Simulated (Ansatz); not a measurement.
Start from `C[N]([SiH2]Cl)[GeH2][Cl]` and change one atom or group to get `Cl[SiH2][NH][GeH2][Cl]`.

Ansatz, PBE0-D4/def2-TZVP geometries, multiplicity 1. Each molecule was computed in one conformer, which needn't be the lowest.

Scalar relativity is left out up to krypton.

```csv
property,`C[N]([SiH2]Cl)[GeH2][Cl]`
size of the dipole moment (B3LYP/def2-TZVPP) / D,0.70
HOMO energy (PBE/def2-TZVPP) / eV,-6.36
size of the dipole moment (ωB97M-V/def2-TZVPP) / D,0.72
HOMO energy (B3LYP/def2-TZVPP) / eV,-7.44
HOMO–LUMO gap (B3LYP/def2-TZVPP) / eV,6.99
HOMO–LUMO gap (ωB97M-V/def2-TZVPP) / eV,11.63
```

Question: Give the same properties after the change, and the shifts. (An estimate is asked.)

Answer: The calculation gave: 
| property | `Cl[SiH2][NH][GeH2][Cl]` | shift |
| --- | --- | --- |
| size of the dipole moment (B3LYP/def2-TZVPP) / D | 1.13 | 0.43 |
| HOMO energy (PBE/def2-TZVPP) / eV | -6.90 | -0.54 |
| size of the dipole moment (ωB97M-V/def2-TZVPP) / D | 1.17 | 0.45 |
| HOMO energy (B3LYP/def2-TZVPP) / eV | -8.00 | -0.56 |
| HOMO–LUMO gap (B3LYP/def2-TZVPP) / eV | 7.58 | 0.59 |
| HOMO–LUMO gap (ωB97M-V/def2-TZVPP) / eV | 12.10 | 0.47 |

Dipoles are sizes alone; their direction can turn.

B3LYP here is the variant with VWN-RPA as its local correlation; programs differ in this.
